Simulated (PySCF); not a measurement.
[Tm(NH3)]2+ at several levels of theory

Computed with PySCF 2.14.0 (density fitting, no spin-orbit coupling) at the geometry relaxed with PBE0:

```xyz
5
[Tm(NH3)]2+ (singlet in the valence; each metal's 4f electrons, 13 of them, lie in its core potential, out of spins and levels)
Tm    0.0000    0.0000   -0.1732
N     0.0000    0.0000    2.3345
H     0.9328    0.0000    2.7721
H    -0.4664    0.8078    2.7721
H    -0.4664   -0.8079    2.7721
```

```json
{"level": "PBE0", "basis": "Tm lcecp-0-SVP with ECP59, N def2-SVP, H def2-SVP", "state": "singlet", "HOMO (eV)": "–", "gap (eV)": "–", "charge on Tm1 (e)": "1.69", "population of f-type functions on Tm1 (polarisation alone where 4f lies in the core)": "0.00", "dipole about the centre of mass (D)": "2.38", "largest force component (eV/Å)": "0.00"}
{"level": "wB97X", "basis": "the same", "state": "singlet", "HOMO (eV)": "–", "gap (eV)": "–", "charge on Tm1 (e)": "1.70", "population of f-type functions on Tm1 (polarisation alone where 4f lies in the core)": "0.00", "dipole about the centre of mass (D)": "2.20", "largest force component (eV/Å)": "0.07"}
{"level": "PBE0", "basis": "Tm lcecp-0-TZVP with ECP59, N def2-TZVP, H def2-TZVP", "state": "singlet", "HOMO (eV)": "–", "gap (eV)": "–", "charge on Tm1 (e)": "1.82", "population of f-type functions on Tm1 (polarisation alone where 4f lies in the core)": "0.01", "dipole about the centre of mass (D)": "2.48", "largest force component (eV/Å)": "0.26"}
```

In the lcecp rows the 4f levels are missing from HOMO and gap, and the state counts the valence alone.

Charges are Mulliken's, which hang on the basis. The relaxation used the grid (50, 194), these runs (75, 302) or, all-electron (x2c bases, spin-free X2C Hamiltonian), (99, 590).

Task: What does B3LYP with Tm lcecp-0-SVP with ECP59, N def2-SVP, H def2-SVP give here?

Result: state singlet, charge on Tm1 (e) 1.67, population of f-type functions on Tm1 (polarisation alone where 4f lies in the core) 0.00, dipole about the centre of mass (D) 2.43, largest force component (eV/Å) 0.09. Time: 1.5 s on 2 threads of Intel(R) Xeon(R) 6975P-C (Granite Rapids) (shared host), from an already converged density.

An lcecp potential fixes the number of 4f electrons, so in runs with it no electron can move into or out of that shell.
